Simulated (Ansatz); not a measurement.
`C[SiH](F)I` + PH₃ → `C[SiH](F)P` + HI at 500 K and 1 bar (ligand exchange at the Si–I bond).

Isolated molecules relaxed with PBE0-D4/def2-TZVP in Ansatz; ΔE leaves out vibrations. CCSD(T)/CBS adds triple-zeta CCSD(T) − MP2 to the extrapolated MP2 energy (def2 sets, frozen cores). This one scheme is used for every species. Elements past krypton have def2 core potentials. For I outer-core shells are correlated without core-valence functions, which leaves a few kJ/mol of doubt a bond. One conformer a species, not always the lowest.

```csv
species,CCSD(T)/CBS energy (Eh),H − E (kJ/mol),S (J/(mol·K))
`C[SiH](F)I`,-726.89319,168.7,390.8
PH₃,-342.72256,81.5,231.4
`C[SiH](F)P`,-771.55123,219.3,402.7
HI,-298.03592,28.6,221.6
```

H − E and S are ideal-gas, rigid-rotor, harmonic terms from PBE0-D4/def2-TZVP, for one conformer and one mirror image of each species. 1 Eh = 2625.50 kJ/mol, R = 8.31446 J/(mol·K).

**Question.** By hand: ΔE, ΔH, ΔS and ΔG.

**Answer.** ΔE = (-771.55123) + (-298.03592) − (-726.89319) − (-342.72256) = 0.02860 Eh = 75.1 kJ/mol. Δ(H − E) = 219.3 + 28.6 − 168.7 − 81.5 = -2.3, so ΔH = 72.8 kJ/mol. ΔS = 402.7 + 221.6 − 390.8 − 231.4 = 2.1 J/(mol·K). ΔG = 72.8 − 500 × (2.1)/1000 = 71.8 kJ/mol.

**Question.** By hand: the equilibrium constant, and the temperature at which ΔG would vanish if ΔH and ΔS stayed fixed.

**Answer.** log₁₀ K = −ΔG/(RT ln 10) = -7.5. ΔG = 0 at ΔH/ΔS = 34667 K, far beyond where these terms or the molecules hold.

The number of gas molecules stays the same, so ΔS is small and ΔH decides. A doubt of 5 kJ/mol in ΔE shifts log₁₀ K by 0.5 here. Other conformers and mirror images would add mixing entropy, several J/(mol·K) or more a flexible species. These are equilibria of isolated gas molecules and say nothing of rates. Largest T1 diagnostic: 0.013 (customary marks: 0.02 for closed shells, 0.045 for open ones).
